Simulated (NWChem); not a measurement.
System: Si₂H₅OF; SMILES O([SiH3])[SiH2]F

The following NWChem deck was run.

```
start job
memory heap 200 mb stack 900 mb global 1100 mb
geometry units angstroms noautosym nocenter noautoz
  Si    -0.238653     1.883289     0.008416
  O      0.267255     0.348503     0.401288
  Si     0.500031    -1.216305    -0.023004
  F     -0.929515    -1.896023    -0.367317
  H     -1.715569     1.990112     0.181447
  H      0.118814     2.192396    -1.408819
  H      0.446037     2.844241     0.916950
  H      1.084186    -1.939699     1.131005
  H      1.332328    -1.304617    -1.251145
end
basis spherical
  * library 6-31g*
end
dft
  xc hfexch
  iterations 150
end
property
  shielding
end
task dft property
```

NWChem printed, in part:

```
             Northwest Computational Chemistry Package (NWChem) 7.3.0
             --------------------------------------------------------

                             Geometry "geometry" -> ""
                             -------------------------

 Output coordinates in angstroms (scale by  1.889725989 to convert to a.u.)

  No.       Tag          Charge          X              Y              Z
 ---- ---------------- ---------- -------------- -------------- --------------
    1 Si                  14.0000    -0.23865300     1.88328900     0.00841600
    2 O                    8.0000     0.26725500     0.34850300     0.40128800
    3 Si                  14.0000     0.50003100    -1.21630500    -0.02300400
    4 F                    9.0000    -0.92951500    -1.89602300    -0.36731700
    5 H                    1.0000    -1.71556900     1.99011200     0.18144700
    6 H                    1.0000     0.11881400     2.19239600    -1.40881900
    7 H                    1.0000     0.44603700     2.84424100     0.91695000
    8 H                    1.0000     1.08418600    -1.93969900     1.13100500
    9 H                    1.0000     1.33232800    -1.30461700    -1.25114500

 Effective nuclear repulsion energy (a.u.)     228.2618297158

  xc_inp: hfexch multiplicative factor not found.
                              NWChem Property Module
                              ----------------------

  itol2e modified to match energy
  convergence criterion.

                                 NWChem DFT Module
                                 -----------------

 Summary of "ao basis" -> "ao basis" (spherical)
 ------------------------------------------------------------------------------
       Tag                 Description            Shells   Functions and Types
 ---------------- ------------------------------  ------  ---------------------
 Si                          6-31g*                  8       18   4s3p1d
 O                           6-31g*                  6       14   3s2p1d
 F                           6-31g*                  6       14   3s2p1d
 H                           6-31g*                  2        2   2s

  itol2e modified to match energy
  convergence criterion.

            General Information
            -------------------
          SCF calculation type: DFT
          Wavefunction type:  closed shell.
          No. of atoms     :     9
          No. of electrons :    50
           Alpha electrons :    25
            Beta electrons :    25
          Charge           :     0
          Spin multiplicity:     1
          Use of symmetry is: off; symmetry adaption is: off
          Maximum number of iterations: 150
          AO basis - number of functions:    74
                     number of shells:    38
          Convergence on energy requested:  1.00D-07
          Convergence on density requested:  1.00D-05
          Convergence on gradient requested:  5.00D-04

              XC Information
              --------------
                     Hartree-Fock (Exact) Exchange  1.000

      Superposition of Atomic Density Guess
      -------------------------------------

 Sum of atomic energies:        -754.25246199

      Non-variational initial energy
      ------------------------------

 Total energy =    -755.261875
 1-e energy   =   -1500.273411
 2-e energy   =     516.749706
 HOMO         =      -0.383785
 LUMO         =       0.029337

[...]

          -----------------------------------------
          Chemical Shielding Tensors (GIAO, in ppm)
          -----------------------------------------

                                NWChem CPHF Module
                                ------------------

  scftype          =     RHF
  nclosed          =       25
  nopen            =        0
  variables        =     1225
  # of vectors     =        3
  tolerance        = 0.10D-03
  level shift      = 0.00D+00
  max iterations   =       50
  max subspace     =       30

 SCF residual:    4.5661422686939671E-005

Iterative solution of linear equations
  No. of variables     1225
  No. of equations        3
  Maximum subspace       30
        Iterations       50
       Convergence  1.0D-04

   iter   nsub   residual    time
   ----  ------  --------  ---------
     1      3    1.15D+00      29.6
     2      6    8.47D-02      31.8
     3      9    1.16D-02      34.1
     4     12    2.43D-03      36.3
     5     15    3.76D-04      38.6
     6     18    4.60D-05      40.8

      Atom:    1  Si
        Diamagnetic
    874.6218     -2.9548      0.6468
     -2.9548    884.3911     -1.8211
      0.6468     -1.8211    874.1910

        Paramagnetic
   -413.6119    -14.6123      5.6371
    -14.6123   -369.3974    -12.7592
      5.6371    -12.7592   -417.6339

        Total Shielding Tensor
    461.0099    -17.5671      6.2839
    -17.5671    514.9937    -14.5803
      6.2839    -14.5803    456.5572

           isotropic =     477.5202
          anisotropy =      69.5704

          Principal Components and Axis System
                 1           2           3
              523.9005    456.6711    451.9891

      1        -0.2830      0.8346     -0.4727
      2         0.9316      0.3564      0.0715
      3        -0.2281      0.4201      0.8783

      Atom:    2  O
        Diamagnetic
    386.9840     -9.1837      1.0869
     -9.1837    423.0061      1.2772
      1.0869      1.2772    386.1225

        Paramagnetic
    -40.4643     26.7433      3.0069
     26.7433   -126.5873     23.8693
      3.0069     23.8693   -102.2653

        Total Shielding Tensor
    346.5197     17.5596      4.0937
     17.5596    296.4187     25.1465
      4.0937     25.1465    283.8572

           isotropic =     308.9319
          anisotropy =      67.8703

          Principal Components and Axis System
                 1           2           3
              354.1787    309.1353    263.4816

      1         0.9162     -0.3888      0.0968
      2         0.3574      0.6839     -0.6361
      3         0.1811      0.6174      0.7655

      Atom:    3  Si
        Diamagnetic
    876.8212      1.6460      1.3864
      1.6460    880.7826      2.8715
      1.3864      2.8715    870.1373

        Paramagnetic
   -411.5915      3.0411      0.0501
      3.0411   -404.8669     -9.0007
      0.0501     -9.0007   -374.4459

        Total Shielding Tensor
    465.2297      4.6872      1.4364
      4.6872    475.9157     -6.1292
      1.4364     -6.1292    495.6914

           isotropic =     478.9456
          anisotropy =      27.7375

          Principal Components and Axis System
                 1           2           3
              497.4373    476.3335    463.0659

      1         0.0031      0.4038      0.9148
      2        -0.2733      0.8804     -0.3877
      3         0.9619      0.2488     -0.1131

      Atom:    4  F
        Diamagnetic
    483.5478     10.3366      4.9572
     10.3366    470.9994      3.1820
      4.9572      3.1820    463.8387

        Paramagnetic
    -87.6377     -0.1236      5.7071
     -0.1236    -65.2165     23.0864
      5.7071     23.0864   -149.8445

        Total Shielding Tensor
    395.9101     10.2130     10.6643
     10.2130    405.7829     26.2685
     10.6643     26.2685    313.9942

           isotropic =     371.8957
          anisotropy =      71.5954

          Principal Components and Axis System
                 1           2           3
              419.6260    389.7228    306.3384

      1         0.4774      0.8744     -0.0869
      2         0.8402     -0.4832     -0.2461
      3         0.2571     -0.0445      0.9653

      Atom:    5  H
        Diamagnetic
     37.0974     -2.9506     -1.0956
     -2.9506     26.9326      0.0049
     -1.0956      0.0049     23.9038

        Paramagnetic
     -6.2140      0.5709      0.7447
      0.5709      0.2702     -0.2069
      0.7447     -0.2069      0.2661

        Total Shielding Tensor
     30.8833     -2.3797     -0.3508
     -2.3797     27.2028     -0.2020
     -0.3508     -0.2020     24.1699

           isotropic =      27.4187
          anisotropy =       6.9587

          Principal Components and Axis System
                 1           2           3
               32.0578     26.0932     24.1050

      1         0.8980      0.4283      0.1007
      2        -0.4390      0.8873      0.1415
      3        -0.0287     -0.1713      0.9848

      Atom:    6  H
        Diamagnetic
     24.3228      0.2078     -2.4141
      0.2078     27.9695     -4.3618
     -2.4141     -4.3618     35.5618

        Paramagnetic
      0.2160     -0.3842      1.5047
     -0.3842     -0.1788      1.5220
      1.5047      1.5220     -5.6799

        Total Shielding Tensor
     24.5387     -0.1764     -0.9094
     -0.1764     27.7908     -2.8398
     -0.9094     -2.8398     29.8819

           isotropic =      27.4038
          anisotropy =       6.7735

          Principal Components and Axis System
                 1           2           3
               31.9195     26.0836     24.2084

      1        -0.0879     -0.3800      0.9208
      2        -0.5620      0.7822      0.2691
      3         0.8225      0.4938      0.2823

      Atom:    7  H
        Diamagnetic
     26.5253      3.4915      3.2784
      3.4915     33.0932      5.2174
      3.2784      5.2174     28.4412

[...]
```

Level: Hartree-Fock/6-31G* (spherical d), GIAO. Geometry: optimised at PBE0/def2-SVP. The printed shielding anisotropy is the first printed principal value minus the mean of the other two.
